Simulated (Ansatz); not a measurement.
Ansatz (a program for electronic structure) input (CCSD(T)/aug-cc-pV(D+d)Z):
A basis named .json is the Basis Set Exchange file of that set.

Ansatz 0.2 input:
```yaml
crystal:
  periodic: [false, false, false]
  atoms:
    - {symbol: F, position_ang: [-2.28438104, 0.89211380, -0.55322820]}
    - {symbol: Si, position_ang: [-1.30877206, -0.21792542, 0.19425553]}
    - {symbol: Si, position_ang: [1.07689898, -0.08226213, -0.54454403]}
    - {symbol: F, position_ang: [1.52699693, -1.39324367, 0.41842209]}
    - {symbol: F, position_ang: [1.52588462, 1.14490495, 0.51496513]}
    - {symbol: H, position_ang: [-1.97530295, -1.52681876, -0.16646086]}
    - {symbol: H, position_ang: [-1.69497845, -0.06453133, 1.64906848]}
basis:
  gaussian:
    orbitals: aug-cc-pV_D+d_Z.json
total_charge: -1
magnetization: {spin_polarized: false}
correlation: {method: ccsd_t, electrons: outside_noble_gas}
output: {forces: true}
```

Output:

```
Functional definition: HF
integrals: 0.43 GiB planned
1489 factors; integrals over basis functions are off by at most 5.6e-4 eV
0.90 GiB of device memory are held for the factors and their scratch space
mean field: 0.87 GiB planned
mean field evaluation 1: about -23878.4301 eV, gradient 2.2e1 eV
mean field evaluation 2: about -23878.5620 eV, gradient 2.3e1 eV
mean field evaluation 4: about -23880.1633 eV, gradient 3.3e0 eV
mean field evaluation 8: about -23880.2178 eV, gradient 2.3e-1 eV
mean field evaluation 16: about -23878.4302 eV, gradient 2.2e1 eV
mean field -23880.21851812 eV, -877.5818439475 hartree, gradient 2.5e-6 eV, S^2 0.000000; 0 other end points of the search recorded, 0 dependent functions left out
13 core orbitals not correlated
reference -23880.21851812 eV, -877.5818439475 hartree; 16, 16 occupied and 122, 122 virtual orbitals, 1489 factors
densities: 5.64 GiB planned
second order -22.43715570 eV of doubles, -0.00000000 eV of singles
coupled cluster: 2.20 GiB planned
cycle   1  -22.57564671 eV  change   -1.4e-1 eV  update   1.3e-1
cycle   2  -23.16744385 eV  change   -5.9e-1 eV  update   4.2e-2
cycle   3  -23.32988461 eV  change   -1.6e-1 eV  update   2.2e-2
cycle   4  -23.31929031 eV  change    1.1e-2 eV  update   5.0e-3
cycle   5  -23.31380464 eV  change    5.5e-3 eV  update   2.6e-3
cycle   6  -23.31526616 eV  change   -1.5e-3 eV  update   9.2e-4
cycle   7  -23.31543321 eV  change   -1.7e-4 eV  update   4.3e-4
cycle   8  -23.31514889 eV  change    2.8e-4 eV  update   1.7e-4
cycle   9  -23.31517733 eV  change   -2.8e-5 eV  update   8.2e-5
cycle  10  -23.31526022 eV  change   -8.3e-5 eV  update   3.6e-5
cycle  11  -23.31523246 eV  change    2.8e-5 eV  update   1.9e-5
cycle  12  -23.31523157 eV  change    8.9e-7 eV  update   1.0e-5
cycle  13  -23.31523754 eV  change   -6.0e-6 eV  update   4.1e-6
perturbative correction -0.62763836 eV, -0.0230652844 hartree
the calculation of the forces begins
0.90 GiB of device memory are held for the factors and their scratch space
Total energy: -23904.16139403 eV, -878.4617284081 hartree
Atom 0 at    -2.284381     0.892114    -0.553228 Å, force    -0.476460     0.571703    -0.380511 eV/Å
Atom 1 at    -1.308772    -0.217925     0.194256 Å, force     0.509087    -0.514811     0.291796 eV/Å
Atom 2 at     1.076899    -0.082262    -0.544544 Å, force    -0.503669     0.015884    -0.806114 eV/Å
Atom 3 at     1.526997    -1.393244     0.418422 Å, force     0.214583    -0.521823     0.408169 eV/Å
Atom 4 at     1.525885     1.144905     0.514965 Å, force     0.215669     0.496530     0.457161 eV/Å
Atom 5 at    -1.975303    -1.526819    -0.166461 Å, force     0.002894    -0.072519    -0.033979 eV/Å
Atom 6 at    -1.694978    -0.064531     1.649068 Å, force     0.037896     0.025037     0.063477 eV/Å
Dipole moment:    -0.286051    -0.001918     0.174305 e Å
```

It need not be the lowest isomer of its formula. Whether it binds its extra electron was not tested at this geometry.
